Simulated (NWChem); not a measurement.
A series in which one site is exchanged, each optimised at PBE0/def2-SVP with NWChem, gas phase unless a solvent is named. Some are not confirmed as minima by frequencies. def2 effective core potentials on Y, Bi; no spin-orbit coupling.

A: [F][Ga]([Cl])[Cl] (GaCl₂F; site = Ga)
B: [F][Bi]([Cl])[Cl] (BiCl2F; site = Bi)
C: [Y]([Cl])([F])[Cl] (YCl2F; site = Y)
D: [F][Al]([Cl])[Cl] (AlCl2F; site = Al)

```tsv
quantity	A	B	C	D
dipole (D), PBE0/def2-SVP	___	4.45	0.61	0.46
orbital gap (eV), PBE0/def2-SVP	___	6.74	6.22	8.29
static polarisability, PBE/def2-SVPD (bohr³)	___	75.8	66.7	51.2
lowest singlet excitation, PBE/def2-SVPD, TDA (eV)	___	4.88	4.18	5.98
```

Problem. Complete the blanks.

Solution. 
- dipole (D), PBE0/def2-SVP, A: 0.81
- orbital gap (eV), PBE0/def2-SVP, A: 7.62
- static polarisability, PBE/def2-SVPD (bohr³), A: 55.5
- lowest singlet excitation, PBE/def2-SVPD, TDA (eV), A: 5.29
